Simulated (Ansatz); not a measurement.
**Breaking a bond in SnH2Cl (SMILES [Cl][SnH2])**

SnH2Cl has 4 atoms, charge 0, and is taken as a doublet. As SMILES, `[Cl][SnH2]`. Geometry: relaxed at PBE0-D4/def2-TZVP.

```xyz
4

Cl   -1.8826    0.3984   -0.5850
Sn    0.3800   -0.1796   -0.3971
H     0.4125   -1.5000    0.7096
H     1.1455    1.2210    0.2521
```

The Cl1–Sn2 distance is scanned; the parts on either side stay rigid. Basis STO-3G, 23 core orbitals frozen in the correlated methods; program Ansatz 0.2.0. FCI is exact within this basis and core. Energies in eV from each method's value at 2.343 Å; open shells run as named; a dash marks a point that is missing or didn't converge. The shape above is that at 2.343 Å.

```json
{"distance (Å)": "2.343", "UHF": "0.00", "USVWN5": "0.00", "UBHLYP": "0.00", "UB2PLYP": "0.00", "UCCSD(T)": "0.00", "UCCSDT": "0.00", "FCI": "0.00"}
{"distance (Å)": "2.928", "UHF": "1.79", "USVWN5": "1.54", "UBHLYP": "1.64", "UB2PLYP": "1.55", "UCCSD(T)": "1.56", "UCCSDT": "1.56", "FCI": "1.56"}
{"distance (Å)": "3.514", "UHF": "3.75", "USVWN5": "3.36", "UBHLYP": "3.55", "UB2PLYP": "3.52", "UCCSD(T)": "3.57", "UCCSDT": "3.54", "FCI": "3.54"}
{"distance (Å)": "4.686", "UHF": "4.25", "USVWN5": "4.63", "UBHLYP": "4.59", "UB2PLYP": "4.55", "UCCSD(T)": "4.38", "UCCSDT": "4.39", "FCI": "4.38"}
{"distance (Å)": "5.857", "UHF": "4.26", "USVWN5": "4.75", "UBHLYP": "4.69", "UB2PLYP": "4.63", "UCCSD(T)": "4.39", "UCCSDT": "–", "FCI": "4.39"}
```

Departure from the FCI curve at its largest: UHF +0.23 eV at 2.93 Å; USVWN5 +0.36 eV at 5.86 Å; UBHLYP +0.30 eV at 5.86 Å; UB2PLYP +0.24 eV at 5.86 Å; UCCSD(T) +0.03 eV at 3.51 Å; UCCSDT within 0.005 eV. For the functionals part of the departure is owed to the small basis.
